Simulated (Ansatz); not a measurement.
System: sum formula AlOH₃, charge 0, multiplicity 1. SMILES: [OH][AlH2]
Structure (B3LYP-D3(BJ)/def2-TZVP (Ansatz, a first-principles code) minimum search):
```
Al
O 1 1.6999
H 2 0.9581 1 124.14
H 1 1.5709 2 115.84 3 -180.00
H 1 1.5789 4 124.38 2 -180.00
```

Atomisation energy built up term by term with Ansatz (kcal/mol; UHF references for open shells; valence terms freeze the core; atomic spin-orbit terms are left out). CBS marks a two-point X^-3 extrapolation of the correlation energy; Hartree-Fock from the larger set (for Q and 5 zeta extrapolated as (X+1)exp(-9√X)).

```
term                                            basis  kcal/mol
-----------------------  ----------------------------  --------
Hartree-Fock             CBS(cc-pV(Q+d)Z,cc-pV(5+d)Z)       ___
CCSD correlation         CBS(cc-pV(Q+d)Z,cc-pV(5+d)Z)       ___
(T)                      CBS(cc-pV(Q+d)Z,cc-pV(5+d)Z)      4.72
core correlation                            cc-pwCVTZ     -0.39
scalar relativity (X2C)    cc-pVTZ-DK against cc-pVTZ     -0.75
sum: De                                                     ___
```

Some entries are withheld; supply them.


- Hartree-Fock, kcal/mol: 267.34
- CCSD correlation, kcal/mol: 95.48
- sum: De, kcal/mol: 366.4
